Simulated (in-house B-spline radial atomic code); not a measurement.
La³⁺. Computed with a B-spline radial atomic code. Model: all-electron spherical atom, spin shells full or empty, radial basis limit, no spin-orbit coupling, Breit or QED, empty-state partial waves extrapolated as (l+1/2)^-4, RPA, G0W0 and static COHSEX of the highest shell as one setting changes (uncorrelated shells keep exact exchange).

Given: element La; charge 3; filled core Kr; hamiltonian one-electron scalar X2C; mean-field start PBE0; highest l of empty states 9; nuclear rms radius 4.855 fm; highest mean-field shell 5p.

Shell: 4d 5 5, 5s 1 1, 5p 3 3 (electrons up and down).

```
lowest nl shells left uncorrelated  RPA correlation energy (hartree)  G0W0 level (eV)  G0W0 minus most complete (meV)  COHSEX level (eV)  linearised minus solved G0W0 (meV)
                                 0                           -4.2898          -51.053                               0            -53.721                               -12.6
                                 1                           -4.1042          -51.052                             0.5             -53.72                               -12.6
                                 2                           -3.9067          -51.052                             0.6            -53.721                               -12.6
                                 3                                 ?                ?                               ?                  ?                                   ?
                                 4                           -3.1567           -51.05                               3            -53.718                               -12.6
                                 5                                 ?                ?                               ?                  ?                                   ?
                                 6                           -1.7302          -51.015                            37.8            -53.658                               -12.4
                                 7                           -1.5736          -51.017                            36.2            -53.662                               -12.4
                                 8                           -1.1226          -51.029                            23.7            -53.685                               -12.5
                                 9                          -0.34067          -50.655                           397.8            -53.033                               -10.8
                                10                          -0.23411          -51.039                            13.7            -53.342                               -10.8
```

**Question.** What follows for lowest nl shells left uncorrelated = 3?

**Answer.** RPA correlation energy -3.3382 hartree; G0W0 level -51.05 eV; G0W0 minus most complete 3.1 meV; COHSEX level -53.715 eV; linearised minus solved G0W0 -12.6 meV.

**Question.** What follows for lowest nl shells left uncorrelated = 5?

**Answer.** RPA correlation energy -2.6143 hartree; G0W0 level -51.055 eV; G0W0 minus most complete -2.2 meV; COHSEX level -53.731 eV; linearised minus solved G0W0 -12.6 meV.
